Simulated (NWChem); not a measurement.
Species: C4H4BF; SMILES FB(C#C)C=C

```xyz
10

C     -0.4651    -2.7211     0.0000
C     -0.1360    -1.5490     0.0000
B      0.2296    -0.0586     0.0000
F      1.5209     0.2711     0.0000
C     -0.8371     1.0680     0.0000
C     -0.4845     2.3634     0.0000
H     -0.7478    -3.7591     0.0000
H     -1.9019     0.8096     0.0000
H      0.5701     2.6602     0.0000
H     -1.2204     3.1746     0.0000
```
Atoms are numbered in this order, from 1.

Results from NWChem. Pople sets run with spherical d functions. Geometry: optimised at PBE0/def2-SVP.

Problem. Taking PBE0/6-311G** as the yardstick, which of these has the fewest basis functions while keeping “highest occupied level (eV)” within 0.05 eV of it: PBE0/STO-3G; PBE0/6-31+G*; PBE0/6-31G*; PBE0/3-21G?

Solution. PBE0/6-31+G*.
| level | basis functions | highest occupied level (eV) | relative time (rough) |
|---|---|---|---|
| PBE0/STO-3G | 34 | -6.07 | 1 |
| PBE0/3-21G | 62 | -8.08 | 1 |
| PBE0/6-31G* | 92 | -7.91 | 4 |
| PBE0/6-31+G* | 116 | -8.20 | 7 |
| PBE0/6-311G** | 132 | -8.16 | 8 |

The yardstick is one finite set, not the basis-set limit.
